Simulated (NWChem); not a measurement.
System: AlAsH₃OF; SMILES [OH][Al]([F])[AsH2]

Input file for NWChem:

```
start job
memory heap 200 mb stack 900 mb global 1100 mb
geometry units angstroms
  Al     0.841647     0.693990    -0.007002
  As    -0.968253    -0.859510     0.068698
  H     -0.776553    -1.050610    -1.417802
  H     -1.908353     0.283390    -0.239002
  F      0.712647     2.084990    -0.917602
  O      2.242947     0.405190     0.806698
  H      3.090847     0.347190     1.228498
end
basis spherical
  * library def2-svp
end
dft
  xc xpbe96 cpbe96
  disp vdw 4
  iterations 150
end
driver
  maxiter 120
end
task dft optimize
task dft freq
```

Output (shortened):

```
             Northwest Computational Chemistry Package (NWChem) 7.3.0
             --------------------------------------------------------

 C1  symmetry detected

                             Geometry "geometry" -> ""
                             -------------------------

 Output coordinates in angstroms (scale by  1.889725989 to convert to a.u.)

  No.       Tag          Charge          X              Y              Z
 ---- ---------------- ---------- -------------- -------------- --------------
    1 Al                  13.0000     0.02890134     1.02490841     0.01556505
    2 As                  33.0000     0.01796468    -1.36145024     0.01368184
    3 H                    1.0000    -0.66535544    -1.28911433    -1.33197468
    4 H                    1.0000    -1.34533531    -1.31494221     0.66478694
    5 F                    9.0000    -1.40969475     1.86809010     0.00141320
    6 O                    8.0000     1.44280522     1.86741749     0.00110435
    7 H                    1.0000     2.18694983     2.45595435    -0.00821242

 Effective nuclear repulsion energy (a.u.)     308.9350018087

                                Z-matrix (autoz)
                                --------

 Units are Angstrom for bonds and degrees for angles

      Type          Name      I     J     K     L     M      Value
      ----------- --------  ----- ----- ----- ----- ----- ----------
    1 Stretch                  1     2                       2.38638
    2 Stretch                  1     5                       1.66755
    3 Stretch                  1     6                       1.64595
    4 Stretch                  2     3                       1.51094
    5 Stretch                  2     4                       1.51152
    6 Stretch                  6     7                       0.94880
    7 Bend                     1     2     3                87.41516
    8 Bend                     1     2     4                88.45425
    9 Bend                     1     6     7               172.44959
   10 Bend                     2     1     5               120.11094
   11 Bend                     2     1     6               121.05041
   12 Bend                     3     2     4                88.52542
   13 Bend                     5     1     6               118.82796
   14 Torsion                  2     1     6     7         179.16006
   15 Torsion                  3     2     1     5          62.48031
   16 Torsion                  3     2     1     6        -116.31656
   17 Torsion                  4     2     1     5         -26.11289
   18 Torsion                  4     2     1     6         155.09024
   19 Torsion                  5     1     6     7           0.34806

  pbe96 is a nonlocal functional; adding pw91lda local functional.

                           NWChem Geometry Optimization
                           ----------------------------

 maximum gradient threshold         (gmax) =   0.000450
 rms gradient threshold             (grms) =   0.000300
 maximum cartesian step threshold   (xmax) =   0.001800
 rms cartesian step threshold       (xrms) =   0.001200
 fixed trust radius                (trust) =   0.300000
 source of zmatrix                         =   autoz

          -------------------
          Energy Minimization
          -------------------

 Using diagonal initial Hessian
 Scaling for Hessian diagonals: bonds = 1.00  angles = 0.25  torsions = 0.10

          --------
          Step   0

                                 NWChem DFT Module
                                 -----------------

 Summary of "ao basis" -> "ao basis" (spherical)
 ------------------------------------------------------------------------------
       Tag                 Description            Shells   Functions and Types
 ---------------- ------------------------------  ------  ---------------------
 Al                         def2-svp                 8       18   4s3p1d
 As                         def2-svp                12       32   5s4p3d
 H                          def2-svp                 3        5   2s1p
 F                          def2-svp                 6       14   3s2p1d
 O                          def2-svp                 6       14   3s2p1d

[...]

      ----------------------
      Optimization converged
      ----------------------

  Step       Energy      Delta E   Gmax     Grms     Xrms     Xmax
  ---- ---------------- -------- -------- -------- -------- --------
@   24   -2654.18099483 -5.6D-08  0.00002  0.00001  0.00037  0.00106
                                     ok       ok       ok       ok

                                Z-matrix (autoz)
                                --------

 Units are Angstrom for bonds and degrees for angles

      Type          Name      I     J     K     L     M      Value     Gradient
      ----------- --------  ----- ----- ----- ----- ----- ---------- ----------
    1 Stretch                  1     2                       2.42134   -0.00001
    2 Stretch                  1     5                       1.68280   -0.00000
    3 Stretch                  1     6                       1.71219    0.00000
    4 Stretch                  2     3                       1.54205    0.00000
    5 Stretch                  2     4                       1.54243    0.00001
    6 Stretch                  6     7                       0.97086   -0.00000
    7 Bend                     1     2     3                88.42541   -0.00000
    8 Bend                     1     2     4                88.82617   -0.00002
    9 Bend                     1     6     7               122.77200   -0.00000
   10 Bend                     2     1     5               121.19897   -0.00000
   11 Bend                     2     1     6               119.28111   -0.00001
   12 Bend                     3     2     4                91.73326   -0.00000
   13 Bend                     5     1     6               119.43039    0.00001
   14 Torsion                  2     1     6     7        -176.90233   -0.00000
   15 Torsion                  3     2     1     5         137.70055   -0.00000
   16 Torsion                  3     2     1     6         -45.75999    0.00000
   17 Torsion                  4     2     1     5          45.93399   -0.00000
   18 Torsion                  4     2     1     6        -137.52655    0.00000
   19 Torsion                  5     1     6     7          -0.30090   -0.00000

                         Geometry "geometry" -> "geometry"
                         ---------------------------------

 Output coordinates in angstroms (scale by  1.889725989 to convert to a.u.)

[...]

 Rotational Constants
 --------------------
 A=   0.205402 cm-1  (  0.295521 K)
 B=   0.054097 cm-1  (  0.077832 K)
 C=   0.043320 cm-1  (  0.062327 K)

 Temperature                      =   298.15K
 frequency scaling parameter      =   1.0000

 Zero-Point correction to Energy  =   19.455 kcal/mol  (  0.031003 au)
 Thermal correction to Energy     =   23.806 kcal/mol  (  0.037938 au)
 Thermal correction to Enthalpy   =   24.398 kcal/mol  (  0.038881 au)

 Total Entropy                    =   84.202 cal/mol-K
   - Translational                =   40.701 cal/mol-K (mol. weight = 139.9199)
   - Rotational                   =   27.595 cal/mol-K (symmetry #  =        1)
   - Vibrational                  =   15.906 cal/mol-K

 Cv (constant volume heat capacity) =   21.768 cal/mol-K
   - Translational                  =    2.979 cal/mol-K
   - Rotational                     =    2.979 cal/mol-K
   - Vibrational                    =   15.809 cal/mol-K

[normal modes left out]

 ----------------------------------------------------------------------------
 Normal Eigenvalue ||           Projected Infra Red Intensities
  Mode   [cm**-1]  || [atomic units] [(debye/angs)**2] [(KM/mol)] [arbitrary]
 ------ ---------- || -------------- ----------------- ---------- -----------
    1       -0.000 ||    0.000033           0.001         0.032       0.009
    2       -0.000 ||    0.000003           0.000         0.003       0.001
    3       -0.000 ||    0.000024           0.001         0.023       0.006
    4        0.000 ||    0.000250           0.006         0.244       0.066
    5        0.000 ||    0.000033           0.001         0.032       0.009
    6        0.000 ||    0.000095           0.002         0.092       0.025
    7       75.847 ||    0.001491           0.034         1.454       0.391
    8      127.628 ||    0.000514           0.012         0.501       0.135
    9      186.231 ||    0.020722           0.478        20.200       5.428
   10      198.981 ||    0.018040           0.416        17.586       4.725
   11      332.658 ||    0.037403           0.863        36.462       9.797
   12      351.427 ||    0.147119           3.394       143.419      38.535
   13      508.955 ||    0.004343           0.100         4.234       1.138
   14      556.075 ||    0.038859           0.897        37.882      10.178
   15      581.529 ||    0.084965           1.960        82.828      22.255
   16      785.324 ||    0.142646           3.291       139.058      37.363
   17      903.925 ||    0.086412           1.994        84.239      22.634
   18      953.760 ||    0.016080           0.371        15.676       4.212
   19     2117.435 ||    0.055441           1.279        54.047      14.522
   20     2135.606 ||    0.068243           1.574        66.527      17.875
   21     3799.893 ||    0.079032           1.823        77.045      20.701
 ----------------------------------------------------------------------------
```

Level: PBE-D3(BJ)/def2-SVP.
